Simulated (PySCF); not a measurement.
Isomers of C5H10S2. Theory: PySCF, PBE0-D3(BJ)/def2-SVP geometry optimisation, gas phase. Energies are electronic, without zero-point or thermal terms, for one conformer each. No frequencies were run at this level. Point groups hold within 0.08 Å.

Question: Order them by energy at this level, lowest first, and give relative energies in kcal/mol.
A. `[CH3:1][C@H:2]1[CH2:3][CH2:4][S:5][CH2:6][S:7]1` with C1–C2–C3–C4 -174°, C2–C3–C4–S5 -67°, C3–C4–S5–C6 58°, C4–S5–C6–S7 -61°
B. `[CH3:1][C@@H:2]1[CH2:3][CH2:4][CH2:5][S:6][S:7]1` with C1–C2–C3–C4 -64°, C2–C3–C4–C5 -61°, C3–C4–C5–S6 64°, C4–C5–S6–S7 -63°

Answer: B (0.0), A (6.1).

| SMILES | E (Eh) | E rel (kcal/mol) | dipole (D) | point group | A, B, C (MHz) |
| --- | --- | --- | --- | --- | --- |
| C[C@@H]1CCCSS1 | -992.06191 | 0.0 | 2.66 | C1 | 2202, 1910, 1363 |
| C[C@H]1CCSCS1 | -992.05226 | 6.1 | 2.18 | C1 | 2925, 1495, 1066 |
